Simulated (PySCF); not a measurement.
VF5, SMILES [F][V]([F])([F])([F])[F], multiplicity 1. The structure is a stationary point at B3LYP-D3(BJ)/def2-SVP. The spin state was assumed, not searched. The isomer is the one that the SMILES or the coordinates give; other isomers of the formula were not compared.

All values below come from B3LYP-D3(BJ)/def2-SVP (PySCF).

Harmonic wavenumbers (cm⁻¹): 115, 116, 288, 288, 346, 354, 355, 626, 747, 785, 836, 836. Rotational constants (GHz): 3.080, 2.579, 2.579; symmetry number 6.

Problem. Work out the zero-point energy and the ideal-gas rigid-rotor harmonic-oscillator thermochemistry at 298.15 K and 1 atm.

Solution. ZPE = ½ Σ hcν = ½ × 5693 cm⁻¹ = 34.05 kJ/mol. H − E(el) = 54.00 kJ/mol. Entropy in J/(mol K): translation 170.89, rotation 98.71, vibration 58.75, total 328.36. G − E(el) = -43.90 kJ/mol. Cp = 98.36 J/(mol K). Modes under 150 cm⁻¹ make the vibrational entropy uncertain.
